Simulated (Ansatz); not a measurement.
A nudged elastic band was laid between two geometries of ClFH4N2Ti + H4Si (14 atoms, charge 0, multiplicity 1).

Computed with RKS PBE/def2-SVP (Ansatz 0.2.0).

```json
{"movable images": "6", "climbing image": "no", "spring": "5.0 eV/Å²", "optimiser": "quadratic models (default)", "start path": "through a guess of the saddle point", "force threshold": "0.05 eV/Å", "iteration limit": "60", "end points": "relaxed"}
```

Initial state:

```xyz
14
Properties=species:S:1:pos:R:3
Ti 0.455 -0.137 -0.306
Cl 0.827 -0.434 1.879
F 1.906 0.419 -1.131
N -0.909 1.134 -0.537
H -1.803 1.000 -1.018
H -0.812 2.113 -0.241
N -0.179 -1.698 -1.098
H -0.812 -2.356 -0.625
H 0.151 -2.095 -1.985
Si -3.449 0.413 1.700
H -3.390 -0.641 0.625
H -4.643 0.135 2.573
H -3.631 1.765 1.063
H -2.197 0.381 2.526
```

Final state:

```xyz
14
Properties=species:S:1:pos:R:3
Ti -0.512 0.500 -0.364
Cl -0.038 -2.062 2.817
F 0.769 1.277 0.550
N -1.181 1.417 -1.849
H -1.862 1.031 -2.516
H -1.005 2.403 -2.079
N -0.467 -1.359 -0.502
H -1.054 -1.961 -1.092
H 0.005 -1.929 0.218
Si -2.631 0.534 1.122
H -3.827 -0.111 0.449
H -2.460 -0.309 2.392
H -3.125 1.864 1.650
H -1.096 -1.298 2.628
```

Q: What changes between the two ends?

A: Bonds broken: Ti1–Cl2, Si10–H14. Bonds formed: Ti1–Si10, Cl2–H14. ClFH4N2Ti + H4Si becomes ClH + FH7N2SiTi.

Q: What energy profile does the band end with?

A: The run converged. The highest image is number 6 of 0 to 7, 158.1 kJ/mol above the first end and 7.2 kJ/mol above the last; the last end lies 150.9 kJ/mol above the first. No image climbed, so the highest image needn't sit at the top of the path. The orbitals stay closed-shell, which can raise the energy where a bond breaks towards radicals; this wasn't checked here.

```tsv
image	path coordinate (Å)	energy (kJ/mol)	Ti1–Cl2 (Å)	Si10–H14 (Å)	Ti1–Si10 (Å)
0	0.00	0.0	2.24	1.50	4.42
1	1.57	0.1	2.23	1.50	4.52
2	3.14	3.5	2.24	1.50	4.35
3	4.71	10.8	2.24	1.50	4.26
4	6.27	42.1	2.29	1.50	3.46
5	7.83	136.3	2.51	1.62	2.86
6	9.40	158.1	3.25	2.48	2.61
7	10.96	150.9	4.11	2.82	2.59
```

Q: What is the geometry of the highest image?

A: 
```xyz
14
Properties=species:S:1:pos:R:3
Ti -0.457 0.266 -0.196
Cl 0.101 -1.126 2.686
F 0.956 1.061 0.489
N -1.173 1.310 -1.563
H -1.991 1.044 -2.126
H -0.949 2.300 -1.724
N -0.462 -1.552 -0.658
H -0.994 -1.984 -1.422
H 0.098 -2.266 -0.176
Si -2.689 0.451 1.144
H -3.914 0.155 0.300
H -2.852 -0.521 2.324
H -2.956 1.798 1.784
H -1.203 -0.936 2.564
```

The run took 6.3 min on 4 threads of Intel(R) Xeon(R) Platinum 8488C (Sapphire Rapids), on a shared host, peak memory 0.26 GiB.
